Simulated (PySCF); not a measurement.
C$_{3}$H$_{7}$N, singlet, geometry from GFN2-xTB; DF-PBE0/def2-TZVPPD run with PySCF.

The PySCF input:
```python
from pyscf import gto, scf, dft

mol = gto.Mole()
mol.atom = '''
    C    -0.065806    0.997295   -0.396707
    C     1.044641    0.068729    0.112031
    N     0.078140   -1.031149    0.167734
    C    -1.047434   -0.103986    0.024872
    H    -0.165863    1.951940    0.113214
    H    -0.034217    1.156575   -1.470573
    H     1.869893   -0.132631   -0.574189
    H     1.453636    0.377097    1.081294
    H     0.090250   -1.600766    1.005828
    H    -1.580055    0.126645    0.954905
    H    -1.769032   -0.433049   -0.725793
'''
mol.basis = 'def2-tzvppd'
mol.charge = 0
mol.spin = 0
mol.verbose = 4
mol.max_memory = 1800
mol.build()

mf = dft.RKS(mol)
mf.xc = 'pbe0'
mf = mf.density_fit(auxbasis='def2-universal-jkfit')
mf.kernel()
```

What the program printed (banner, timings and long lists left out):

```
PySCF version 2.14.0

[INPUT] verbose = 4
[INPUT] num. atoms = 11
[INPUT] num. electrons = 32
[INPUT] charge = 0
[INPUT] spin (= nelec alpha-beta = 2S) = 0
[INPUT] symmetry False subgroup None
[INPUT] Mole.unit = angstrom
[INPUT] Symbol           X                Y                Z      unit          X                Y                Z       unit  Magmom
[INPUT]  1 C     -0.065806000000   0.997295000000  -0.396707000000 AA   -0.124355317353   1.884614415398  -0.749667581698 Bohr   0.0
[INPUT]  2 C      1.044641000000   0.068729000000   0.112031000000 AA    1.974085388492   0.129878986815   0.211707907461 Bohr   0.0
[INPUT]  3 N      0.078140000000  -1.031149000000   0.167734000000 AA    0.147663199374  -1.948589203619   0.316971321778 Bohr   0.0
[INPUT]  4 C     -1.047434000000  -0.103986000000   0.024872000000 AA   -1.979363393558  -0.196505060789   0.047001268170 Bohr   0.0
[INPUT]  5 H     -0.165863000000   1.951940000000   0.113214000000 AA   -0.313435644199   3.688632011584   0.213943453467 Bohr   0.0
[INPUT]  6 H     -0.034217000000   1.156575000000  -1.470573000000 AA   -0.064660758804   2.185609992519  -2.778980216180 Bohr   0.0
[INPUT]  7 H      1.869893000000  -0.132631000000  -0.574189000000 AA    3.533585652241  -0.250636265627  -1.085059953738 Bohr   0.0
[INPUT]  8 H      1.453636000000   0.377097000000   1.081294000000 AA    2.746973924808   0.712610052395   2.043349520135 Bohr   0.0
[INPUT]  9 H      0.090250000000  -1.600766000000   1.005828000000 AA    0.170547782742  -3.025009329516   1.900739448419 Bohr   0.0
[INPUT] 10 H     -1.580055000000   0.126645000000   0.954905000000 AA   -2.985871211750   0.239324365046   1.804508924978 Bohr   0.0
[INPUT] 11 H     -1.769032000000  -0.433049000000  -0.725793000000 AA   -3.342985985592  -0.818344008517  -1.371549993126 Bohr   0.0

nuclear repulsion = 129.42405523903
number of shells = 101
number of NR pGTOs = 341
number of NR cGTOs = 267
basis = def2-tzvppd
ecp = {}

******** <class 'pyscf.df.df_jk.DFRKS'> ********
method = DFRKS
initial guess = minao
damping factor = 0
level_shift factor = 0
DIIS = <class 'pyscf.scf.diis.CDIIS'>
diis_start_cycle = 1
diis_space = 8
diis_damp = 0
SCF conv_tol = 1e-09
SCF conv_tol_grad = None
SCF max_cycles = 50
direct_scf = False
XC library pyscf.dft.libxc version 7.1.2
    S. Lehtola, C. Steigemann, M. J. T. Oliveira, and M. A. L. Marques,  SoftwareX 7, 1–5 (2018)
XC functionals = pbe0
    C. Adamo and V. Barone,  J. Chem. Phys. 110, 6158 (1999)
    M. Ernzerhof and G. E. Scuseria,  J. Chem. Phys. 110, 5029 (1999)
radial grids:
    Treutler-Ahlrichs [JCP 102, 346 (1995); DOI:10.1063/1.469408] (M4) radial grids

becke partition: Becke, JCP 88, 2547 (1988); DOI:10.1063/1.454033
pruning grids: <function nwchem_prune>
grids dens level: 3
symmetrized grids: False
atomic radii adjust function: <function treutler_atomic_radii_adjust>
small_rho_cutoff = 0
Set gradient conv threshold to 3.16228e-05
Initial guess from minao.
tot grids = 124912
******** <class 'pyscf.df.df.DF'> ********
auxbasis = def2-universal-jkfit
init E= -173.49704301218
  HOMO = -0.273001512820272  LUMO = -0.0109656470850601  gap/eV = 7.13036
cycle= 1 E= -173.069073649764  delta_E= 0.428  |g|= 0.333  |ddm|= 3.52
  HOMO = -0.167449048425624  LUMO = 0.023155873511105  gap/eV = 5.18662
cycle= 2 E= -173.055406823919  delta_E= 0.0137  |g|= 0.426  |ddm|= 2.21
  HOMO = -0.235292474780287  LUMO = 0.0153435809875525  gap/eV = 6.82015
cycle= 3 E= -173.097401398404  delta_E= -0.042  |g|= 0.046  |ddm|= 1.15
  HOMO = -0.232287185580397  LUMO = 0.0153422529733131  gap/eV = 6.73834
cycle= 4 E= -173.097729069828  delta_E= -0.000328  |g|= 0.02  |ddm|= 0.0892
  HOMO = -0.234276910113735  LUMO = 0.0153755323264169  gap/eV = 6.79339
cycle= 5 E= -173.09780747131  delta_E= -7.84e-05  |g|= 0.00628  |ddm|= 0.0331
  HOMO = -0.233922446380419  LUMO = 0.0153117252271925  gap/eV = 6.78201
cycle= 6 E= -173.097815734838  delta_E= -8.26e-06  |g|= 0.000584  |ddm|= 0.0147
  HOMO = -0.233867153929296  LUMO = 0.0153460003629348  gap/eV = 6.78144
cycle= 7 E= -173.097815808084  delta_E= -7.32e-08  |g|= 0.000228  |ddm|= 0.00192
  HOMO = -0.233876669923525  LUMO = 0.0153396000519051  gap/eV = 6.78152
cycle= 8 E= -173.097815820551  delta_E= -1.25e-08  |g|= 5.08e-05  |ddm|= 0.000303
  HOMO = -0.233874388464244  LUMO = 0.0153396236206867  gap/eV = 6.78146
cycle= 9 E= -173.097815821156  delta_E= -6.05e-10  |g|= 1.09e-05  |ddm|= 0.000148
  HOMO = -0.233874918166329  LUMO = 0.0153399870522085  gap/eV = 6.78148
Extra cycle  E= -173.097815821172  delta_E= -1.57e-11  |g|= 9.61e-06  |ddm|= 5.24e-05
converged SCF energy = -173.097815821172
```
